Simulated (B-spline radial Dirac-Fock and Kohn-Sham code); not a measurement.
The computed values come from a radial finite-basis atomic code: ΔSCF Dirac-Fock with Breit, self-energy and vacuum polarisation, finite nucleus, configuration average. Free neutral atoms.

Question: Order these X-ray lines by photon energy, lowest first.
A. Os Lα1
B. I Lβ15
C. Nd Lβ1
D. Tm Lα1
E. Pt Lℓ
F. Ir Lη

Answer: B (4507.9 eV), C (5722.3 eV), D (7179.3 eV), E (8259.5 eV), A (8911.1 eV), F (9645.1 eV).
